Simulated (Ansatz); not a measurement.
CH3BOS can be A, `OB1CS1`, or B, `OBC=S`.

Calculated with Ansatz (gas phase, PBE0-D4/def2-TZVP geometries, no zero-point term in ΔE). CCSD(T)/CBS is the MP2 limit (def2-TZVPP, def2-QZVPP) plus CCSD(T) − MP2 in def2-TZVPP, frozen cores. DFT in def2-TZVPP. B3LYP here is the variant with VWN-RPA as its local correlation; programs differ in this. Each species was taken in one conformer, which may not be the lowest.

(1) Which is lower in electronic energy at CCSD(T)/CBS, and by how much? (Estimate.)

(2) Give E(B) − E(A) in kcal/mol with HF/def2-TZVPP, PBE0-D4, CCSD(T)/def2-TZVPP, B2PLYP, PBE-D4, B3LYP-D4, BLYP-D4. (Best estimate.)

(3) Does the order hold for the free energy at 298.15 K (harmonic terms from PBE0-D4)? (Estimate.)

Largest T1 diagnostic: 0.016.

Results:

(1) Ansatz gave: A, by 18.7 kcal/mol.

(2) The calculation gave: HF/def2-TZVPP 14.9, PBE0-D4 24.6, CCSD(T)/def2-TZVPP 18.1, B2PLYP 18.7, PBE-D4 23.6, B3LYP-D4 18.5, BLYP-D4 17.1. None reverses the order clearly.

(3) Ansatz gave: Yes: G(B) − G(A) = +16.3 kcal/mol, for one conformer each. Modes under 60 cm⁻¹, often nearly free rotors, make the harmonic entropy too high.

From BLYP to BHLYP (50 % exact exchange), in def2-TZVPP and without D4, E(B) − E(A) moves by +2.0 kcal/mol. Leaving LDA and LC-ωPBE aside and taking each functional with its dispersion term where it has one, the values, not all of them listed here, spread over 7.9 kcal/mol, from BLYP-D4 to B97M-V. LDA lies +4.0 kcal/mol from PBE without D4.
